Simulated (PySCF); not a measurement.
Dimethyl phthalate, C10H10O4.
Numbering: `[CH3:1][O:2][C:3](=[O:4])[c:5]1[cH:6][cH:7][cH:8][cH:9][c:10]1[C:11](=[O:12])[O:13][CH3:14]` (hydrogens: H15, H16, H17 on C1; H18 on C6; H19 on C7; H20 on C8; H21 on C9; H22, H23, H24 on C14)

Structure used (PBE0-D3(BJ)/def2-SVP), in Å, numbered top down from 1:
```xyz
24
C10H10O4 angstrom
C      1.399    2.077   -1.922
O      0.624    1.023   -1.383
C      1.311    0.001   -0.863
O      2.509   -0.098   -0.926
C      0.410   -1.038   -0.285
C      0.762   -2.371   -0.504
C     -0.076   -3.402   -0.089
C     -1.279   -3.105    0.549
C     -1.626   -1.779    0.793
C     -0.779   -0.740    0.402
C     -1.179    0.641    0.802
O     -2.312    1.045    0.807
O     -0.136    1.357    1.234
C     -0.419    2.694    1.600
H      2.079    1.705   -2.702
H      2.003    2.555   -1.136
H      0.688    2.796   -2.345
H      1.699   -2.581   -1.023
H      0.207   -4.441   -0.273
H     -1.947   -3.909    0.866
H     -2.555   -1.526    1.307
H     -0.764    3.270    0.729
H      0.518    3.114    1.985
H     -1.201    2.732    2.372
```

Computed with TDDFT B3LYP/def2-SVPD, vertical, gas phase, core orbitals frozen in the response in PySCF.

Ground-to-excited transition dipoles (e·a0, same axes as the geometry; the sign carries no meaning), for the states with f of 0.002 or more among the lowest 8:

| state | E (eV) | μx | μy | μz |
| --- | --- | --- | --- | --- |
| S1 | 4.766 | 0.065 | 0.571 | -0.009 |
| S2 | 4.796 | 0.449 | -0.051 | -0.259 |
| S4 | 5.443 | 0.560 | -0.111 | -0.434 |
| S5 | 5.808 | 0.295 | 0.802 | -0.161 |
| S6 | 5.835 | -0.408 | 0.321 | 0.381 |
| S7 | 5.941 | 0.387 | -0.088 | 0.062 |
| S8 | 6.292 | 0.298 | 1.642 | -0.091 |

Work out the oscillator strengths.

f = (2/3) ΔE |μ|² with ΔE in hartree (27.2114 eV).

| state | \|μ\|² (au) | \|μ\| (D) | f |
| --- | --- | --- | --- |
| S1 | 0.331 | 1.46 | 0.039 |
| S2 | 0.271 | 1.32 | 0.032 |
| S4 | 0.515 | 1.82 | 0.069 |
| S5 | 0.756 | 2.21 | 0.107 |
| S6 | 0.414 | 1.64 | 0.059 |
| S7 | 0.162 | 1.02 | 0.024 |
| S8 | 2.792 | 4.25 | 0.430 |

What angle do the transition dipoles of S6 and S8 make?

|cos θ| = |μa·μb| / (|μa| |μb|) = 0.34, so θ ≈ 70° (taken between 0 and 90°, since the signs are arbitrary).

How is the summed strength of these states shared among x, y and z?

(2/3) Σ ΔE μα² gives 0.138 for x, 0.563 for y and 0.059 for z, 0.760 in all.

What peak molar absorption coefficient would the strongest computed level give as a lone Gaussian band 0.5 eV wide at half height?

ε(max) = 2.175×10⁸ f / FWHM, with the width in cm⁻¹. S8: 2.175×10⁸ × 0.4304 / 4033 ≈ 23000 L mol⁻¹ cm⁻¹.

One conformer stands for the species.
